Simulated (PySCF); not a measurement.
**Computed vibrations of Pb(OCH3)4**

Pb(OCH3)4 (singlet). PySCF 2.14.0, RKS PBE0, Pb def2-SVP with ECP60, O def2-SVP, C def2-SVP, H def2-SVP; non-relativistic Hamiltonian with scalar-relativistic core potentials where named; density fitting; no spin-orbit coupling. Central differences of gradients.

```xyz
21

Pb    0.0000    0.0000    0.0000
O     1.9337    0.8395    0.0000
C     3.1146    0.0849    0.0000
H     3.7163    0.3345   -0.8943
H     3.7163    0.3345    0.8943
H     2.9398   -1.0011    0.0000
O    -0.8395    1.9337    0.0000
C    -0.0849    3.1146    0.0000
H    -0.3345    3.7163   -0.8943
H    -0.3345    3.7163    0.8943
H     1.0011    2.9398    0.0000
O    -1.9337   -0.8395    0.0000
C    -3.1146   -0.0849    0.0000
H    -3.7163   -0.3345   -0.8943
H    -3.7163   -0.3345    0.8943
H    -2.9398    1.0011    0.0000
O     0.8395   -1.9337    0.0000
C     0.0849   -3.1146    0.0000
H     0.3345   -3.7163   -0.8943
H     0.3345   -3.7163    0.8943
H    -1.0011   -2.9398    0.0000
```

Run from Python with OMP_NUM_THREADS=4. Where DIIS fails, smearing, a level shift and second-order steps follow.
It took 4.9 min on 4 threads of Arm Neoverse V2, on a shared host.

(1) What are the harmonic wavenumbers and infrared intensities?

(2) Is this a minimum?

Results:

(1) Modes are labelled in C4h; negative numbers are unstable modes, those under 60 cm⁻¹ near the noise; a finer grid moves soft modes by up to 10 cm⁻¹.
```csv
cm⁻¹,km/mol,symmetry
-135,–,bu
-117,–,eg
-117,–,eg
-105,–,au
-73,–,bu
-65,–,au
67,0.0,eg
67,0.0,eg
68,4.6,au
74,0.0,bu
127,3.4,eu
127,3.4,eu
168,0.0,bg
256,0.0,ag
260,0.0,bg
300,29.2,eu
300,29.2,eu
437,0.0,ag
454,0.0,bg
474,70.8,eu
474,70.8,eu
1112,0.0,ag
1114,0.0,bg
1116,310.8,eu
1116,310.8,eu
1146,0.0,bu
1148,0.0,eg
1148,0.0,eg
1157,0.9,au
1177,0.0,ag
1181,5.0,eu
1181,5.0,eu
1184,0.0,bg
1437,0.0,ag
1444,22.5,eu
1444,22.5,eu
1448,0.0,bg
1461,0.0,bg
1464,75.1,eu
1464,75.1,eu
1472,0.0,ag
1474,6.6,au
1476,0.0,eg
1476,0.0,eg
1477,0.0,bu
3002,0.0,bg
3003,240.5,eu
3003,240.5,eu
3006,0.0,ag
3076,0.0,bu
3077,0.0,eg
3077,0.0,eg
3077,149.6,au
3148,17.0,eu
3148,17.0,eu
3148,0.0,ag
3149,0.0,bg
```

(2) No: 6 unstable; the lowest moves the atoms so:
```
Pb   0.00  0.00  0.00
O    0.00  0.00  0.09
C    0.00  0.00  0.00
H   -0.16 -0.19 -0.16
H    0.16  0.19 -0.16
H    0.00  0.00  0.26
O    0.00  0.00 -0.09
C    0.00  0.00  0.00
H   -0.19  0.16  0.16
H    0.19 -0.16  0.16
H    0.00  0.00 -0.26
O    0.00  0.00  0.09
C    0.00  0.00  0.00
H    0.16  0.19 -0.16
H   -0.16 -0.19 -0.16
H    0.00  0.00  0.26
O    0.00  0.00 -0.09
C    0.00  0.00  0.00
H    0.19 -0.16  0.16
H   -0.19  0.16  0.16
H    0.00  0.00 -0.26
```
